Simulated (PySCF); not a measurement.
Constitutional and geometric isomers with formula H4B2N2. Isolated molecules, 0 K electronic values unless said otherwise. One relaxed conformer stands for each flexible species; it need not be the lowest. Strings in code marks are SMILES.

The S1–T1 gap (TDA) from two functionals at the same geometries (PBE0-D4/def2-TZVP), both in PySCF: PBE-D3(BJ)/def2-TZVP and PBE0-D4/def2-TZVP. Excitations are Tamm–Dancoff values on a coarser integration grid. The basis has no diffuse functions, so Rydberg states are missing or too high.

| species | PBE0-D4/def2-TZVP (eV) |
|---|---|
| `B=NBN` | 0.61 |
| `BNB=N` | 0.97 |
| `N=BBN` | 0.69 |

### Question
What does PBE-D3(BJ)/def2-TZVP give for each?

### Answer

- `B=NBN`: 0.66
- `BNB=N`: 0.76
- `N=BBN`: 0.51
Over these rows, drawn at random from the members with no instability flagged (it was tested for open shells, ions and some series alone), PBE minus PBE0-D4: mean -0.11 eV, from -0.21 eV to +0.05 eV.
